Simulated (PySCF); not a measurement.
## Electronic structure of Ne²⁺ (neon, charge +2) at the UHF level

Configuration: [He] 2s2 2p4, high-spin 3P determinant. Calculation: PySCF 2.14, in x2c-SVPall; scalar relativity by spin-free X2C-1e.

```
Total energy                                                  : -126.332189 hartree
One-electron energy                                           : -166.4658 hartree
Hartree (Coulomb) energy                                      : 51.2377 hartree
Exchange energy                                               : -11.1041 hartree
⟨S²⟩                                                          : 2.0033
⟨L²⟩                                                          : 2.005
Sum of ⟨r⟩                                                    : 5.234 bohr
Sum of ⟨r²⟩                                                   : 5.111 bohr²
Traceless quadrupole moment −½Σ⟨3z² − r²⟩ along its main axis : -0.371 e·bohr²
Langevin diamagnetic susceptibility                           : -4.05 ×10⁻⁶ cm³/mol
Time after the integrals                                      : 0.04 s of wall time on 1 thread of Neoverse-V1 (shared host)
```

| shell | electrons | mean orbital energy (eV) | spread (eV) | rms radius, mean of both spins (bohr) |
| --- | --- | --- | --- | --- |
| 1s α | 1 | -945.30 | 0 | 0.182 |
| 1s β | 1 | -941.49 | 0 | 0.182 |
| 2s α | 1 | -98.383 | 0 | 0.918 |
| 2s β | 1 | -85.689 | 0 | 0.918 |
| 2p α | 3 | -70.204 | 3.848 | 0.916 |
| 2p β | 1 | -64.105 | 0 | 0.916 |
